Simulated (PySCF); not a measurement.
Q: Give a PBE0-D3(BJ)/def2-SVP geometry of InChI=1S/C4H7BS/c5-4-1-2-6-3-4/h1-2,4H,3,5H2/t4-/m1/s1.

A: 
```xyz
13
C4H7BS angstrom
B     -1.1584   -0.8856    0.3951
C     -0.5749    0.1398   -0.6355
C      0.6053   -0.7915   -0.4660
C      1.4740   -0.3642    0.4867
S      1.1749    1.2200    1.1166
C     -0.1482    1.5134   -0.1318
H     -1.1132   -0.6524    1.5792
H     -1.6649   -1.9067   -0.0095
H     -0.9941    0.1489   -1.6491
H      0.7340   -1.7275   -1.0101
H      2.3368   -0.9240    0.8555
H     -0.9626    2.0613    0.3620
H      0.2763    2.1479   -0.9270
```

Orientation and origin are arbitrary. Atoms count from 1 in this order. The 2 C–S bonds span 1.731 Å (C4–S5, drawn single) to 1.843 Å (S5–C6, drawn single), a spread of 0.112 Å. The 3 C–C bonds span 1.358 Å (C3=C4, drawn double) to 1.524 Å (C2–C6, drawn single), a spread of 0.166 Å. S5 (sulfide sulfur) is bent (angle 91.3°). Of the pairs four or more bonds apart, C4···H7 is among the closest relative to their van der Waals radii: 2.82 Å, 97 % of the sum of Bondi's values.

Bonds between heavy atoms (Å): B1–C2 1.567, C2–C3 1.513, C3=C4 1.358, C4–S5 1.731, S5–C6 1.843, C2–C6 1.524.

Computed, not measured: PBE0-D3(BJ)/def2-SVP geometry optimisation, gas phase in PySCF 2.14.0.

Point group: C1 (no symmetry element, even within 0.4 Å). PBE0-D3(BJ)/def2-SVP frequencies: not computed here. The numbers are those of one conformer (H–B1–C2–C3 95° and -86°, B1–C2–C3–C4 -93°, C3–C4–S5–C6 -7°, C4–S5–C6–C2 20°, B1–C2–C6–S5 60°).

The run took 43 s on one thread of an Arm Neoverse V2 (shared host), and the process peaked at 0.50 GiB of memory. That covers the optimisation of the geometry.
